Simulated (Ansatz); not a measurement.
Reaction (redistribution): `C#[C][InH][NH2]` + `[Cl][GeH2][Cl]` → `[NH2][InH][Cl]` + `C#[C][GeH2][Cl]`

Calculated with Ansatz (gas phase, PBE0-D4/def2-TZVP geometries, no zero-point term in ΔE). CCSD(T)/CBS adds triple-zeta CCSD(T) − MP2 to the extrapolated MP2 energy (def2 sets, frozen cores). DFT in def2-TZVPP. B3LYP here is the variant with VWN-RPA as its local correlation; programs differ in this. HSE06 is defined as in plane-wave codes. def2 core potentials past Kr. For Ge, In outer-core shells are correlated without core-valence functions, which leaves a few kJ/mol of doubt a bond. Scalar relativity is left out up to krypton. Each species was taken in one conformer, which may not be the lowest.

`C#[C][InH][NH2]`:

```xyz
8

C    -1.717   -1.722   -0.999
C    -1.139   -0.885   -0.345
In   -0.161    0.561    0.801
N     1.664    0.983    0.111
H    -2.224   -2.461   -1.577
H    -0.784    1.339    2.178
H     2.065    0.538   -0.697
H     2.296    1.646    0.527
```

`[Cl][GeH2][Cl]`:

```xyz
5

Cl    0.945   -0.225   -1.795
Ge   -0.104    0.139    0.034
Cl    0.318   -1.471    1.379
H     0.443    1.428    0.648
H    -1.602    0.129   -0.266
```

`[NH2][InH][Cl]`:

```xyz
6

N     0.418    0.258   -1.049
In   -0.179    0.081    0.846
Cl   -2.013   -1.368    0.943
H     1.336    0.601   -1.283
H     0.109   -0.431   -1.717
H     0.329    0.860    2.261
```

`C#[C][GeH2][Cl]`:

```xyz
7

C    -0.316   -2.010    0.112
C    -0.112   -0.823    0.095
Ge    0.218    1.039    0.093
Cl   -0.348    1.808   -1.833
H    -0.499   -3.060    0.120
H    -0.655    1.734    1.139
H     1.712    1.312    0.274
```

```csv
level,ΔE (kJ/mol),difference from CCSD(T)/CBS
PBE0-D4,-39.3,1.4
B3LYP-D4,-40.2,0.5
r2SCANh-D4,-40.9,-0.2
HSE06-D4,-39.4,1.3
PBE-QIDH,-39.4,1.3
BLYP,-39.4,1.3
CCSD(T)/def2-SVP,-41.4,-0.7
SCS-MP2/def2-TZVPP,-38.2,2.5
SCS-MP2/def2-QZVPP,-39.9,0.8
CCSD/CBS(def2),-41.8,-1.1
CCSD(T)/CBS,-40.7,0
```

Largest T1 diagnostic among the species: 0.016.

In def2-TZVPP, CCSD(T) changes the Hartree–Fock value by +6.7 kJ/mol (the triples alone add +1.1 kJ/mol) and MP2 by +5.9 kJ/mol. Leaving LDA and LC-ωPBE aside and taking each functional with its dispersion term where it has one, the values, not all of them listed here, spread over 5.3 kJ/mol, from B97M-V to ωB97M-V.
